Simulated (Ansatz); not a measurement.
`CC[SiH](F)F` + `[AlH2][O][SiH2]S` → `F[SiH](F)O[SiH2]S` + `C[CH2][AlH2]`  (redistribution)

Computed with Ansatz on PBE0-D4/def2-TZVP structures; ΔE is electronic, products minus reactants. CCSD(T)/CBS adds triple-zeta CCSD(T) − MP2 to the extrapolated MP2 energy (def2 sets, frozen cores). DFT in def2-TZVPP. B3LYP here is the variant with VWN-RPA as its local correlation; programs differ in this. One conformer a species, not always the lowest.

`CC[SiH](F)F`:

Z-matrix (Å, degrees):
```
C
C 1 1.529
H 1 1.092 2 111.3
H 1 1.092 2 111.2 3 120.0
H 1 1.092 2 111.3 3 -119.9
Si 2 1.846 1 114.1 3 60.0
H 2 1.096 1 110.7 3 -61.5
H 2 1.096 1 110.7 3 -178.5
F 6 1.592 2 109.9 1 58.2
F 6 1.592 2 109.9 1 -58.6
H 6 1.478 2 114.9 1 179.8
```

`[AlH2][O][SiH2]S`:

Z-matrix (Å, degrees):
```
Si
O 1 1.620
S 1 2.138 2 113.0
H 1 1.483 2 108.9 3 -121.8
H 1 1.482 2 110.4 3 115.9
Al 2 1.691 1 155.5 3 15.3
H 3 1.344 1 94.6 2 -72.5
H 6 1.577 2 117.1 1 -155.8
H 6 1.579 2 118.4 1 25.8
```

`F[SiH](F)O[SiH2]S`:

```xyz
10

F    -2.331    1.198   -0.859
Si   -1.762   -0.256   -0.608
F    -1.771   -0.997   -2.005
O    -0.266   -0.160   -0.054
Si    1.346    0.117    0.009
S     2.154   -0.409    1.899
H    -2.636   -0.965    0.327
H     2.031   -0.756   -0.968
H     1.570    1.554   -0.265
H     1.665    0.674    2.526
```

`C[CH2][AlH2]`:

Cartesian coordinates in Å:
```
C 0.918 -0.073 -0.964
C -0.403 0.366 -0.336
Al -0.763 -0.242 1.491
H 1.040 0.308 -1.982
H 0.998 -1.162 -1.015
H 1.777 0.276 -0.383
H -1.249 0.042 -0.958
H -0.482 1.462 -0.336
H -2.114 0.186 2.215
H 0.278 -1.162 2.267
```

```json
{"level": "PBE-D4", "ΔE (kJ/mol)": "50.7", "difference from CCSD(T)/CBS": "1.8"}
{"level": "r2SCAN-D4", "ΔE (kJ/mol)": "50.6", "difference from CCSD(T)/CBS": "1.7"}
{"level": "B3LYP-D4", "ΔE (kJ/mol)": "49.7", "difference from CCSD(T)/CBS": "0.8"}
{"level": "ωB97M-V", "ΔE (kJ/mol)": "49.5", "difference from CCSD(T)/CBS": "0.6"}
{"level": "PBE", "ΔE (kJ/mol)": "50.0", "difference from CCSD(T)/CBS": "1.1"}
{"level": "r2SCAN", "ΔE (kJ/mol)": "50.5", "difference from CCSD(T)/CBS": "1.6"}
{"level": "PBE0", "ΔE (kJ/mol)": "47.9", "difference from CCSD(T)/CBS": "-1.0"}
{"level": "B3LYP", "ΔE (kJ/mol)": "48.4", "difference from CCSD(T)/CBS": "-0.5"}
{"level": "HF/def2-TZVPP", "ΔE (kJ/mol)": "42.9", "difference from CCSD(T)/CBS": "-6.0"}
{"level": "MP2/def2-TZVPP", "ΔE (kJ/mol)": "51.4", "difference from CCSD(T)/CBS": "2.5"}
{"level": "CCSD(T)/def2-TZVPP", "ΔE (kJ/mol)": "49.4", "difference from CCSD(T)/CBS": "0.5"}
{"level": "HF/def2-QZVPP", "ΔE (kJ/mol)": "41.7", "difference from CCSD(T)/CBS": "-7.2"}
{"level": "MP2/def2-QZVPP", "ΔE (kJ/mol)": "50.8", "difference from CCSD(T)/CBS": "1.9"}
{"level": "SCS-MP2/def2-QZVPP", "ΔE (kJ/mol)": "49.9", "difference from CCSD(T)/CBS": "1.0"}
{"level": "HF/CBS(def2)", "ΔE (kJ/mol)": "41.5", "difference from CCSD(T)/CBS": "-7.4"}
{"level": "MP2/CBS(def2)", "ΔE (kJ/mol)": "51.0", "difference from CCSD(T)/CBS": "2.1"}
{"level": "CCSD(T)/CBS", "ΔE (kJ/mol)": "48.9", "difference from CCSD(T)/CBS": "0"}
```

Largest T1 diagnostic among the species: 0.012.

In def2-TZVPP, CCSD(T) changes the Hartree–Fock value by +6.5 kJ/mol (the triples alone add +1.1 kJ/mol) and MP2 by +8.5 kJ/mol.

CCSD(T)/CBS has its own doubt, a few kJ/mol and more with outer-core shells, so smaller differences from it don't rank the levels.
